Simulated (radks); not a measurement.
Ionisation of the lead ion Pb+, [Hg] 6p1, to [Hg] as the strength of local exchange is varied. Method: Dirac Kohn-Sham, Slater X-alpha exchange (alpha = 2/3 is LDA exchange), no correlation, spin-unpolarised, spherical densities, finite nucleus; open shells fill j = l - 1/2 first; Fermi nuclear charge, rms radius 5.5012 fm; computed with a radial shooting solver on a logarithmic mesh with Libxc functionals.

| alpha | E(Pb+) (hartree) | exchange (hartree) | IE (eV) | -e of the level emptied (eV) | <r> of it (bohr) |
|---|---|---|---|---|---|
| 0.581 | -20855.1213 | -321.6416 | 13.240 | 9.412 (6p1/2) | 2.884 |
| 0.643 | -20889.4737 | -356.5723 | 13.800 | 9.929 (6p1/2) | 2.831 |
| 0.667 | -20902.7872 | -370.1253 | 14.020 | 10.133 (6p1/2) | 2.812 |
| 0.675 | -20907.2270 | -374.6468 | 14.094 | 10.201 (6p1/2) | 2.805 |
| 0.68 | -20910.0023 | -377.4738 | 14.140 | 10.244 (6p1/2) | 2.801 |
| 0.694 | -20917.7753 | -385.3933 | 14.269 | 10.364 (6p1/2) | 2.790 |
| 0.927 | -21047.5785 | -518.0704 | 16.508 | 12.462 (6p1/2) | 2.622 |
| 1.014 | -21096.2575 | -568.0330 | 17.383 | 13.289 (6p1/2) | 2.567 |

NIST Atomic Spectra Database: 15.032 eV (measured). The Delta-SCF value meets it near alpha = 0.77. Spin polarisation and multiplet splitting are left out, so open shells lie too high by an amount that depends on their filling.

Beside tabulated values, note that spin-unpolarised runs miss the spin-polarisation part of the exchange energy of open shells.
